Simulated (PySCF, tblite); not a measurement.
Isomers of C2H7NPSi (doublet state), one GFN2-xTB conformer each. Single-point energies are computed at B3LYP/pcH-1 (PySCF, gas phase, no added dispersion term), electronic only. GFN2-xTB treats the open shell by occupation alone, and not every SCF solution was tested for stability.

Question: Rank them by B3LYP/pcH-1 energy, lowest first (kcal/mol).
A. `[CH3:1]/[N:2]=[CH:3]\[SiH:4][PH2:5]` (doublet state) with N2–C3–Si4–P5 166°, C3–Si4–P5–H 149° and 55°
B. `[CH3:1]/[N:2]=[CH:3]\[SiH2:4][PH:5]` (doublet state) with N2–C3–Si4–P5 -9°, C3–Si4–P5–H -76°

Answer: B (0.0), A (4.7).

Neighbours under 5.0 kcal/mol apart (C/N=C\[SiH2][PH] and C/N=C\[SiH]P) can change places with a better method, another conformer or zero-point energy. GFN2-xTB itself gives, in the same order: 0.0, 5.3. Both levels put the same isomer lowest.

Question: What happens when harmonic zero-point energies from GFN2-xTB frequencies are added?

Answer: 
```tsv
SMILES	ZPE (kcal/mol)	electronic (kcal/mol)	with ZPE (kcal/mol)
C/N=C\[SiH2][PH]	51.0	0.0	0.0
C/N=C\[SiH]P	51.5	4.7	5.1
```

The zero-point energies span 0.5 kcal/mol. The order is unchanged.
